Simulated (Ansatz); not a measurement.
Ansatz (an electronic-structure program) input (CCSD(T)/aug-cc-pVDZ):

Ansatz 0.2 input:
```yaml
crystal:
  periodic: [false, false, false]
  atoms:
    - {symbol: C, position_ang: [1.61066222, -0.92367776, -0.86699174]}
    - {symbol: C, position_ang: [0.88579345, -0.35238110, 0.30141020]}
    - {symbol: C, position_ang: [1.67818946, 0.82283419, 0.88635940]}
    - {symbol: C, position_ang: [-0.61833399, -0.00421346, -0.01656568]}
    - {symbol: C, position_ang: [-1.32792665, -1.27122290, -0.51168381]}
    - {symbol: C, position_ang: [-0.71988888, 1.08085344, -1.09382992]}
    - {symbol: C, position_ang: [-1.32360119, 0.47384945, 1.25860631]}
    - {symbol: H, position_ang: [2.27314429, -0.30875635, -1.46177025]}
    - {symbol: H, position_ang: [1.45893178, -1.94591429, -1.18265953]}
    - {symbol: H, position_ang: [0.82736251, -1.13232014, 1.07257817]}
    - {symbol: H, position_ang: [1.21390279, 1.22655701, 1.78516434]}
    - {symbol: H, position_ang: [1.77669033, 1.63338970, 0.16177626]}
    - {symbol: H, position_ang: [2.68502735, 0.49702940, 1.15118244]}
    - {symbol: H, position_ang: [-2.39077464, -1.07550239, -0.66858761]}
    - {symbol: H, position_ang: [-0.91065735, -1.62140147, -1.45613619]}
    - {symbol: H, position_ang: [-1.24169781, -2.08045248, 0.21794512]}
    - {symbol: H, position_ang: [-0.22043768, 0.77007707, -2.01315217]}
    - {symbol: H, position_ang: [-1.76704984, 1.28077902, -1.33153829]}
    - {symbol: H, position_ang: [-0.27325057, 2.02036838, -0.76533581]}
    - {symbol: H, position_ang: [-2.39200477, 0.60258586, 1.07168016]}
    - {symbol: H, position_ang: [-0.93628719, 1.43077353, 1.60831560]}
    - {symbol: H, position_ang: [-1.21226599, -0.25346415, 2.06670908]}
basis:
  gaussian:
    orbitals: aug-cc-pVDZ
magnetization: {spin_polarized: true, initial_magnetization: 1}
correlation: {method: ccsd_t, electrons: outside_noble_gas}
output: {forces: true}
```

Output:

```
Functional definition: HF
integrals: 5.33 GiB planned
2925 factors; integrals over basis functions are off by at most 5.7e-4 eV
1.93 GiB of device memory are held for the factors and their scratch space
mean field: 2.73 GiB planned
mean field evaluation 1: about -7442.0350 eV, gradient 3.7e1 eV
mean field evaluation 2: about -7442.0411 eV, gradient 3.7e1 eV
mean field evaluation 4: about -7450.1236 eV, gradient 4.7e0 eV
mean field evaluation 8: about -7450.2988 eV, gradient 1.9e-1 eV
mean field evaluation 16: about -7450.2735 eV, gradient 1.3e0 eV
mean field -7450.29953311 eV, -273.7934578476 hartree, gradient 2.4e-6 eV, S^2 0.763362; 0 other end points of the search recorded, 0 dependent functions left out
7 core orbitals not correlated
reference -7450.29953311 eV, -273.7934578476 hartree; 22, 21 occupied and 267, 268 virtual orbitals, 2925 factors
densities: 59.73 GiB planned
second order -28.25181617 eV of doubles, -0.00000000 eV of singles
coupled cluster: 38.38 GiB planned
cycle   1  -29.91791355 eV  change    -1.7e0 eV  update   1.1e-1
cycle   2  -30.69675297 eV  change   -7.8e-1 eV  update   3.3e-2
cycle   3  -30.83639902 eV  change   -1.4e-1 eV  update   1.4e-2
cycle   4  -30.83831460 eV  change   -1.9e-3 eV  update   4.6e-3
cycle   5  -30.83843148 eV  change   -1.2e-4 eV  update   2.2e-3
cycle   6  -30.83851822 eV  change   -8.7e-5 eV  update   8.9e-4
cycle   7  -30.83847849 eV  change    4.0e-5 eV  update   3.4e-4
cycle   8  -30.83853712 eV  change   -5.9e-5 eV  update   1.3e-4
cycle   9  -30.83851170 eV  change    2.5e-5 eV  update   5.1e-5
cycle  10  -30.83847737 eV  change    3.4e-5 eV  update   2.1e-5
cycle  11  -30.83848973 eV  change   -1.2e-5 eV  update   8.6e-6
cycle  12  -30.83849447 eV  change   -4.7e-6 eV  update   3.1e-6
perturbative correction -1.06388441 eV, -0.0390970311 hartree
the calculation of the forces begins
1.93 GiB of device memory are held for the factors and their scratch space
Total energy: -7482.20191200 eV, -274.9658486472 hartree
Atom 0 at     1.610662    -0.923678    -0.866992 Å, force     0.064689    -0.041502    -0.098895 eV/Å
Atom 1 at     0.885793    -0.352381     0.301410 Å, force    -0.343070     0.186478     0.147292 eV/Å
Atom 2 at     1.678189     0.822834     0.886359 Å, force    -0.106302    -0.052925    -0.058984 eV/Å
Atom 3 at    -0.618334    -0.004213    -0.016566 Å, force     0.193006    -0.008983     0.009454 eV/Å
Atom 4 at    -1.327927    -1.271223    -0.511684 Å, force     0.095354     0.104334     0.048903 eV/Å
Atom 5 at    -0.719889     1.080853    -1.093830 Å, force     0.031407    -0.093393     0.095193 eV/Å
Atom 6 at    -1.323601     0.473849     1.258606 Å, force     0.089725    -0.046289    -0.105101 eV/Å
Atom 7 at     2.273144    -0.308756    -1.461770 Å, force     0.329671     0.308637    -0.299513 eV/Å
Atom 8 at     1.458932    -1.945914    -1.182660 Å, force    -0.077892    -0.510937    -0.163181 eV/Å
Atom 9 at     0.827363    -1.132320     1.072578 Å, force    -0.026296    -0.345603     0.347317 eV/Å
Atom 10 at     1.213903     1.226557     1.785164 Å, force    -0.214590     0.175655     0.424734 eV/Å
Atom 11 at     1.776690     1.633390     0.161776 Å, force     0.045759     0.365686    -0.353200 eV/Å
Atom 12 at     2.685027     0.497029     1.151182 Å, force     0.457796    -0.157987     0.120788 eV/Å
Atom 13 at    -2.390775    -1.075502    -0.668588 Å, force    -0.490982     0.105694    -0.071139 eV/Å
Atom 14 at    -0.910657    -1.621401    -1.456136 Å, force     0.194336    -0.152907    -0.448882 eV/Å
Atom 15 at    -1.241698    -2.080452     0.217945 Å, force     0.051194    -0.364217     0.346796 eV/Å
Atom 16 at    -0.220438     0.770077    -2.013152 Å, force     0.232836    -0.156704    -0.426618 eV/Å
Atom 17 at    -1.767050     1.280779    -1.331538 Å, force    -0.490799     0.081771    -0.102214 eV/Å
Atom 18 at    -0.273251     2.020368    -0.765336 Å, force     0.209909     0.435984     0.170461 eV/Å
Atom 19 at    -2.392005     0.602586     1.071680 Å, force    -0.492539     0.056951    -0.100465 eV/Å
Atom 20 at    -0.936287     1.430774     1.608316 Å, force     0.184409     0.454389     0.152352 eV/Å
Atom 21 at    -1.212266    -0.253464     2.066709 Å, force     0.062378    -0.344133     0.364902 eV/Å
Dipole moment:    -0.035262     0.013893     0.027376 e Å
```

It need not be the lowest isomer of its formula.
